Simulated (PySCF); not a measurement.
PySCF input file for CH₇FO₂Si₂, SMILES O[Si](O)(F)C[SiH3], PBE/pcSseg-1. Geometry optimised at B3LYP-D3(BJ)/def2-SVP. This is a generated structure with no PubChem entry under its InChIKey; it may be hypothetical. The values are those of a single conformer.

```python
import numpy as np
from pyscf import gto, scf, dft
from pyscf.prop.nmr import rks as nmr

mol = gto.M(
    atom='''
    O     1.60231863    1.33161401    1.04582943
    Si    0.65279803    0.47609221   -0.00711658
    O     1.28828796   -1.03707397   -0.14046557
    F     0.73356738    1.25059318   -1.43966365
    C    -1.12796772    0.30188325    0.46466019
    Si   -1.90197888   -1.38113054    0.06428957
    H     1.60218968    2.29275144    0.97055914
    H     2.24529705   -1.12035376   -0.22486102
    H    -1.22937143    0.47682825    1.54919672
    H    -1.70869744    1.08883384   -0.04556667
    H    -1.31436787   -2.44514712    0.92279535
    H    -3.37204895   -1.32150879    0.32421205
    H    -1.69362205   -1.72382575   -1.37065658
    ''',
    basis='pcSseg-1',
    charge=0,
    spin=0,
    max_memory=1600,
    verbose=3,
)
mf = dft.RKS(mol, xc='pbe')
mf.grids.level = 3
mf.conv_tol = 1e-10
mf.max_cycle = 100
mf.kernel()
n = nmr.NMR(mf)
n.verbose = 2
n.max_cycle_cphf = 60
sigma = n.kernel()
print('atom   isotropic/ppm   span/ppm')
for i, s in enumerate(sigma):
    w = np.linalg.eigvalsh((s + s.T) / 2)
    print(f'{mol.atom_symbol(i):2s}{i + 1:3d} {w.mean():14.3f} {w[2] - w[0]:11.3f}')
```

Log of the run:

```
converged SCF energy = -871.11529559081
atom   isotropic/ppm   span/ppm
O   1        263.295      77.705
Si  2        367.387      66.028
O   3        267.232      77.566
F   4        284.768     134.052
C   5        190.793      21.987
Si  6        407.385      68.417
H   7         29.362      19.885
H   8         29.150      21.177
H   9         31.199      12.043
H  10         31.300      11.998
H  11         27.136       8.226
H  12         27.188       9.313
H  13         27.140       8.135
```

Self-consistency was reached.
